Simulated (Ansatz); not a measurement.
Basis-set extrapolation for `CC(C)=CC(C)C` (PBE0-D4/def2-TZVP geometry, frozen core, Ansatz 0.2.0). Multiplicity 1, RHF reference.

|  | def2-TZVPP | def2-QZVPP |
| --- | --- | --- |
| HF | -273.317762 | -273.330484 |
| MP2 correlation | -1.211138 | -1.285813 |
| CCSD(T) correlation | -1.336011 | not run |

Energies in hartree. Use E(X) = E(∞) + A·exp(−7.88·√X) for Hartree–Fock and E(X) = E(∞) + B·X^(−2.97) for correlation, with X = 3 and 4, and add CCSD(T) minus MP2 of the smaller set to the MP2 limit.

**Question.** What is the CCSD(T) energy at the basis-set limit?

**Answer.** HF limit: -273.330484 + (-0.012722) × 0.13774 = -273.33224. MP2 limit: -1.285813 + (-0.074675) × 0.74074 = -1.34113. Higher-order term: -1.336011 − (-1.211138) = -0.12487. Total: -274.79824 hartree, 379.3 kJ/mol below CCSD(T)/def2-TZVPP.
